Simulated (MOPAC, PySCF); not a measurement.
Bond stretch in SMILES [F][GeH3], singlet. The Ge1–F5 bond (Ge1 also carries H, H, H; F5 carries nothing else) is pulled apart rigidly from the PBE0/def2-TZVP optimised geometry. Each curve is given relative to its own lowest point near equilibrium.

```csv
R / Å,A,B,C
1.40,94.5,125.9,117.6
1.47,57.7,69.6,62.5
1.57,23.3,23.8,19.0
1.64,9.2,7.9,5.0
1.70,2.4,1.5,0.3
1.74,0.2,0.0,0.0
1.81,0.0,1.4,3.5
1.85,1.7,4.0,7.3
1.91,6.2,9.7,14.7
2.02,19.1,23.8,32.1
2.15,39.0,43.5,55.7
2.36,73.8,76.4,94.9
2.59,108.7,109.2,121.8
2.88,143.9,143.5,133.0
3.16,169.1,169.2,137.0
3.51,191.4,193.2,139.0
3.82,205.3,208.6,139.7
4.27,219.2,223.9,140.1
4.77,229.5,234.2,140.3
5.26,236.8,240.3,140.4
6.19,246.6,246.4,140.4
```

Energies in mEh.

Q: Match the curves with the methods PM6, restricted, heats of formation in MOPAC; PySCF 2.14.0 with restricted B3LYP/6-31G*, spherical d; unrestricted Hartree-Fock/6-31G*, spherical d run with PySCF 2.14.0.

A: A is PM6; B is RKS-B3LYP/6-31G*; C is UHF/6-31G*.

The restricted form behind RKS-B3LYP/6-31G*, PM6 keeps the bonding electrons paired and can't separate into open-shell fragments. The unrestricted determinant behind UHF/6-31G* is spin-contaminated at 2.59 to 6.19 Å (<S²> up to 1.0, against 0.00 for a pure singlet).
